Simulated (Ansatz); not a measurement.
Single points on Cd5CuS4I4.

```yaml
crystal:
  periodic: [false, false, false]
  atoms:
    - {symbol: Cu, position_ang: [0.321215, -2.092064, 0.539708]}
    - {symbol: Cd, position_ang: [0.454256, -0.586992, -2.405604]}
    - {symbol: Cd, position_ang: [-1.836551, 0.728147, 0.658599]}
    - {symbol: Cd, position_ang: [-0.261937, -0.454152, 3.113798]}
    - {symbol: Cd, position_ang: [0.398113, 2.506465, -0.692536]}
    - {symbol: Cd, position_ang: [2.045420, 0.132445, 0.845365]}
    - {symbol: S, position_ang: [-1.381361, -1.342717, -0.690287]}
    - {symbol: S, position_ang: [1.647805, -1.849467, 2.372064]}
    - {symbol: S, position_ang: [2.278157, 1.113960, -1.420409]}
    - {symbol: S, position_ang: [0.242856, 1.822515, 1.884204]}
    - {symbol: I, position_ang: [1.690508, -3.082892, -1.480702]}
    - {symbol: I, position_ang: [-0.276060, 0.326362, -4.834856]}
    - {symbol: I, position_ang: [-3.026654, -0.255121, 3.201415]}
    - {symbol: I, position_ang: [-2.295787, 3.033513, -1.090760]}
basis:
  gaussian: {orbitals: def2-TZVP, fitting: {mean_field: def2-universal-jkfit}, initial_orbitals: start.molden}
magnetization: {spin_polarized: true, initial_magnetization: 1}
hamiltonian: {xc: pbe, dispersion: d4}
scf: {omitted_lower_state_checks: [starts]}
output: {forces: true, orbitals: {seedname: orbitals}}
```

The file start.molden holds the orbitals of an earlier run on this structure, at another level or in another basis.

```sh
$ ansatz run in.yaml --threads 2 --pin off --events-out ev --progress --plain --max-ram 32768MiB --backend cuda --devices 0, --max-vram 18GiB
```

Shortened log:

```
Functional definition: PBE
2923 factors; integrals over basis functions are off by at most 5.5e-1 eV
mean field evaluation 1: about -143202.4863 eV, gradient 1.4e1 eV
mean field evaluation 2: about -143203.0847 eV, gradient 8.1e-1 eV
mean field evaluation 4: about -143203.1245 eV, gradient 8.5e-1 eV
mean field evaluation 8: about -143203.1307 eV, gradient 8.2e-5 eV
mean field evaluation 16: about -143203.1307 eV, gradient 9.3e-6 eV
mean field -143203.13065787 eV, -5262.6179851085 hartree, gradient 2.1e-6 eV, S^2 0.751734; 0 other end points of the search recorded, 0 dependent functions left out
reference -143203.13071739 eV, -5262.6179872958 hartree; 147, 146 occupied and 446, 447 virtual orbitals, 2923 factors
Total energy: -143205.00867204 eV, -5262.6870008561 hartree
Atom 0 at     0.321215    -2.092064     0.539708 Å, force    -0.047345     0.023019     0.030376 eV/Å
Atom 1 at     0.454256    -0.586992    -2.405604 Å, force    -0.015685     0.059469     0.064251 eV/Å
Atom 2 at    -1.836551     0.728147     0.658599 Å, force     0.113967    -0.049228    -0.006348 eV/Å
Atom 3 at    -0.261937    -0.454152     3.113798 Å, force     0.087872    -0.013125    -0.110743 eV/Å
Atom 4 at     0.398113     2.506465    -0.692536 Å, force     0.073573    -0.142304     0.006596 eV/Å
Atom 5 at     2.045420     0.132445     0.845365 Å, force    -0.076143     0.051268    -0.027007 eV/Å
Atom 6 at    -1.381361    -1.342717    -0.690287 Å, force     0.176624    -0.018874     0.091579 eV/Å
Atom 7 at     1.647805    -1.849467     2.372064 Å, force    -0.193483     0.136603    -0.182267 eV/Å
Atom 8 at     2.278157     1.113960    -1.420409 Å, force    -0.126072    -0.000025     0.112974 eV/Å
Atom 9 at     0.242856     1.822515     1.884204 Å, force    -0.018271    -0.042362    -0.020010 eV/Å
Atom 10 at     1.690508    -3.082892    -1.480702 Å, force    -0.051893     0.034364     0.015797 eV/Å
Atom 11 at    -0.276060     0.326362    -4.834856 Å, force     0.010884    -0.017105     0.032833 eV/Å
Atom 12 at    -3.026654    -0.255121     3.201415 Å, force     0.033834     0.006745    -0.024678 eV/Å
Atom 13 at    -2.295787     3.033513    -1.090760 Å, force     0.032137    -0.028446     0.016646 eV/Å
Dipole moment:     0.071834     0.400733     1.093389 e Å
Checks for a lower state left out: starts
```

It took 13 s on 2 threads of AMD EPYC 7R13 on a shared host and a share (18 GiB) of an NVIDIA H100 80GB HBM3, peak host memory 1.3 GiB.

First input, but with `gaussian: {orbitals: def2-SVP, initial_orbitals: start.molden}`, `output: {orbitals: {seedname: orbitals}}` (abridged; 8 s):

```
Functional definition: PBE
mean field evaluation 16: about -143175.0746 eV, gradient 4.4e-5 eV
mean field -143175.07462092 eV, -5261.5869447677 hartree, gradient 2.9e-6 eV, S^2 0.751331
Total energy: -143176.95264111 eV, -5261.6559607365 hartree
Checks for a lower state left out: starts
```

First input, but with `gaussian: {orbitals: def2-SVP, initial_orbitals: start.molden}`, `hamiltonian: {xc: {name: LC-wPBE, parameters: {omega: 0.1/bohr}}}`, `output: {orbitals: {seedname: orbitals}}` (abridged; 18 s):

```
Functional definition: LC-wPBE
mean field -143179.27579037 eV, -5261.7413348972 hartree, gradient 1.4e-5 eV, S^2 0.751917
Total energy: -143179.27579055 eV, -5261.7413349037 hartree
Checks for a lower state left out: starts
```

First input, but with `hamiltonian: {xc: {name: PBE-QIDH}}`, `correlation: {frozen_orbitals: {Cd: 0, Cu: 9, I: 4, S: 5}}` and without the key `output` (abridged; 24 s):

```
Functional definition: PBE-QIDH
mean field -143101.96064433 eV, -5258.9000556863 hartree, gradient 2.3e-6 eV, S^2 0.763630
45 core orbitals not correlated, not the lowest: weight in the atoms' cores, before any rotation towards them, 1.000 or more for the frozen orbitals, at most 0.000 for the correlated occupied ones
second order -168.17166484 eV of doubles, -0.00000000 eV of singles
Total energy: -143158.01788445 eV, -5260.9601212637 hartree
Checks for a lower state left out: starts
```

As the first input, with `gaussian: {orbitals: def2-SVP, initial_orbitals: start.molden}`, `correlation: {method: mp2, frozen_orbitals: {Cd: 0, Cu: 9, I: 4, S: 5}}`, `output: {orbitals: {seedname: orbitals}}` and without the key `hamiltonian` (abridged; 11 s):

```
Functional definition: HF
mean field -142850.29957709 eV, -5249.6516820475 hartree, gradient 7.4e-6 eV, S^2 0.759466
45 core orbitals not correlated, not the lowest: weight in the atoms' cores, before any rotation towards them, 1.000 or more for the frozen orbitals, at most 0.000 for the correlated occupied ones
second order -84.87974693 eV of doubles, -0.00000000 eV of singles
Total energy: -142935.17932402 eV, -5252.7709552135 hartree
Checks for a lower state left out: starts
```

The first input with `gaussian: {orbitals: def2-SVP, initial_orbitals: start.molden}`, `hamiltonian: {xc: {name: LC-wPBE, parameters: {omega: 0.3/bohr}}}`, `output: {orbitals: {seedname: orbitals}}` (abridged; 13 s):

```
Functional definition: LC-wPBE
mean field -143185.33095269 eV, -5261.9638580081 hartree, gradient 2.5e-5 eV, S^2 0.758044
Total energy: -143185.33095271 eV, -5261.9638580088 hartree
Checks for a lower state left out: starts
```

The first input with `hamiltonian: {xc: {name: revPBE}, dispersion: d4}`, `output: {orbitals: {seedname: orbitals}}` (abridged; 13 s):

```
Functional definition: revPBE
mean field evaluation 16: about -143228.4926 eV, gradient 2.7e-5 eV
mean field -143228.49256505 eV, -5263.5500180065 hartree, gradient 2.2e-6 eV, S^2 0.751894
Total energy: -143232.00609748 eV, -5263.6791379417 hartree
Checks for a lower state left out: starts
```

Geometry: PBE-D4/def2-SVP.

In the def2 sets Cd, I take a core potential; there is no spin–orbit coupling. Correlated methods freeze 45 core orbitals; core or outer-core shells of Cd, I are correlated, in sets that lack core-valence functions. Single mean-field runs in def2-TZVP are fitted with def2-universal-jkfit.
